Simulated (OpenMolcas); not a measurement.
## W3+ in a point-charge field

W3+ among 8 point charges of -1.2 e arranged as a cube (Oh), 2.24 Å from the ion.
```
   1.2933    1.2933    1.2933  -1.20
   1.2933    1.2933   -1.2933  -1.20
   1.2933   -1.2933    1.2933  -1.20
   1.2933   -1.2933   -1.2933  -1.20
  -1.2933    1.2933    1.2933  -1.20
  -1.2933    1.2933   -1.2933  -1.20
  -1.2933   -1.2933    1.2933  -1.20
  -1.2933   -1.2933   -1.2933  -1.20
```

```json
{
 "Program": "OpenMolcas",
 "Method": "SS-CASPT2, IPEA 0.25 Eh, imaginary shift 0.1 Eh (closed shells correlated: 4f 5s 5p)",
 "Basis": "ANO-RCC-VDZP [7s6p4d2f1g]",
 "Scalar Hamiltonian": "DKH2, point nucleus",
 "Active space": "3 electrons in 5 orbitals (5d)",
 "State averaging": "2S+1 = 4 even, 10 roots; 2S+1 = 2 even, 40 roots",
 "Spin-orbit coupling": "RASSI with atomic mean-field integrals over the reference wave functions"
}
```

The lowest spin-free states (labels of O, the rotations of Oh), above the lowest:

```csv
State,Degeneracy,E (cm-1),Free-ion L (%)
4T1,3,0,F (97)
4T2,3,5970,F (100)
2E,2,6520,G (49)
2T2,3,11470,G (72)
2T1,3,11950,G (59)
4A2,1,13300,F (100)
2T1,3,13310,P (65)
4T1,3,14860,P (97)
2A1,1,16740,G (100)
2T2,3,18290,H (61)
2T1,3,19980,H (70)
2E,2,20950,H (58)
2T2,3,22620,D (70)
2T1,3,24320,H (56)
2E,2,25130,G (48)
2T2,3,27040,F (91)
2A2,1,29250,F (100)
2T1,3,29340,F (76)
2E,2,43580,D (99)
2T2,3,43810,D (89)
```

The lowest levels with spin-orbit coupling:

```json
{"E (cm-1)": "0", "Degeneracy": "4", "Label": "Γ8", "2S+1": "4 (85 %)", "g": ""}
{"E (cm-1)": "2990", "Degeneracy": "2", "Label": "Γ7", "2S+1": "4", "g": "1.82 1.82 1.82"}
{"E (cm-1)": "5380", "Degeneracy": "4", "Label": "Γ8", "2S+1": "4", "g": ""}
{"E (cm-1)": "8120", "Degeneracy": "2", "Label": "Γ6", "2S+1": "4", "g": "2.62 2.62 2.62"}
{"E (cm-1)": "8880", "Degeneracy": "4", "Label": "Γ8", "2S+1": "4 (68 %)", "g": ""}
{"E (cm-1)": "9750", "Degeneracy": "2", "Label": "Γ7", "2S+1": "4 (80 %)", "g": "3.41 3.41 3.41"}
{"E (cm-1)": "10330", "Degeneracy": "4", "Label": "Γ8", "2S+1": "2 (54 %)", "g": ""}
{"E (cm-1)": "11450", "Degeneracy": "2", "Label": "Γ6", "2S+1": "4 (70 %)", "g": "0.81 0.81 0.81"}
{"E (cm-1)": "13560", "Degeneracy": "4", "Label": "Γ8", "2S+1": "4 (55 %)", "g": ""}
{"E (cm-1)": "14320", "Degeneracy": "2", "Label": "Γ6", "2S+1": "2 (64 %)", "g": "1.97 1.97 1.97"}
{"E (cm-1)": "14830", "Degeneracy": "4", "Label": "Γ8", "2S+1": "2 (58 %)", "g": ""}
{"E (cm-1)": "16810", "Degeneracy": "2", "Label": "Γ7", "2S+1": "2 (80 %)", "g": "2.37 2.37 2.37"}
{"E (cm-1)": "16980", "Degeneracy": "4", "Label": "Γ8", "2S+1": "2 (50 %)", "g": ""}
{"E (cm-1)": "17750", "Degeneracy": "2", "Label": "Γ6", "2S+1": "2 (66 %)", "g": "0.28 0.28 0.28"}
{"E (cm-1)": "19280", "Degeneracy": "4", "Label": "Γ8", "2S+1": "2 (62 %)", "g": ""}
{"E (cm-1)": "20690", "Degeneracy": "2", "Label": "Γ6", "2S+1": "4 (52 %)", "g": "1.60 1.60 1.60"}
{"E (cm-1)": "21150", "Degeneracy": "4", "Label": "Γ8", "2S+1": "4 (74 %)", "g": ""}
{"E (cm-1)": "21230", "Degeneracy": "2", "Label": "Γ7", "2S+1": "4 (86 %)", "g": "2.46 2.46 2.46"}
{"E (cm-1)": "22330", "Degeneracy": "4", "Label": "Γ8", "2S+1": "4 (55 %)", "g": ""}
{"E (cm-1)": "23670", "Degeneracy": "2", "Label": "Γ6", "2S+1": "2 (89 %)", "g": "1.46 1.46 1.46"}
```

Powder χT (cm3 K/mol): 0.113 at 2 K, 0.114 at 10 K, 0.12 at 50 K, 0.129 at 100 K, 0.145 at 200 K, 0.162 at 300 K. The effective moment at 300 K is 2.828 √(χT) = 1.14 μB.

Roots that are degenerate in the reference are averaged as groups; the widest CASPT2 spread within a group is 270 cm-1 (the 3-fold group of multiplicity 2 near 11500 cm-1 above the lowest state of its run). Shifts and gaps below about the spread of the groups concerned are not significant. An orbital triplet at a regular site is open to Jahn-Teller coupling, which can distort the site and quench the lowest spin-orbit gaps and is left out. Point charges give a weaker field than real ligands, and real ions of this kind are as a rule low spin; the high spin found here belongs to the model. Free-ion shares, where given, are those of the reference states; single-state CASPT2 does not remix them. This is an electrostatic model: the charges have no orbitals. No measured value stands beside these numbers.
